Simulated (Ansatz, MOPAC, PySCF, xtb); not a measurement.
Dimer: C2H4 (SMILES C=C) (first 6 atoms) with CH3Cl (SMILES CCl); geometry from B3LYP-D3(BJ)/def2-TZVP, rigid monomers moved along the line of their centres of mass till C1···H11 is 3.34 Å.
(charge 0, multiplicity 1):
| atom | x (Å) | y (Å) | z (Å) |
|---|---|---|---|
| C | 0.5416 | -0.4751 | 0.2144 |
| C | -0.3964 | 0.4608 | 0.2252 |
| H | 0.5383 | -1.2831 | 0.9362 |
| H | 1.3418 | -0.4728 | -0.5161 |
| H | -0.4037 | 1.2695 | -0.4960 |
| H | -1.1958 | 0.4479 | 0.9563 |
| C | 0.4380 | 0.3075 | 4.3508 |
| Cl | -0.8214 | -0.9603 | 4.1670 |
| H | 0.0061 | 1.1364 | 4.9034 |
| H | 1.2734 | -0.1214 | 4.8960 |
| H | 0.7437 | 0.6216 | 3.3577 |

Monomers are frozen at their geometry in the pair; levels with a basis set take the counterpoise correction.

The state that PM3 reach isn't checked.

The values were computed with Ansatz (a quantum-chemistry and plane-wave program) with Gaussian orbitals; MOPAC for PM3 (differences of heats of formation); PySCF for the dispersion terms; xtb for the GFN methods. Values without a source in brackets are computed.

### Question
One of these levels gives -1.89 kcal/mol for the interaction energy. Which?
A) PBE-D4/def2-TZVPPD
B) PM3
C) GFN1-xTB

### Answer
A, PBE-D4/def2-TZVPPD. The others give -0.28 (PM3), -0.91 (GFN1-xTB)
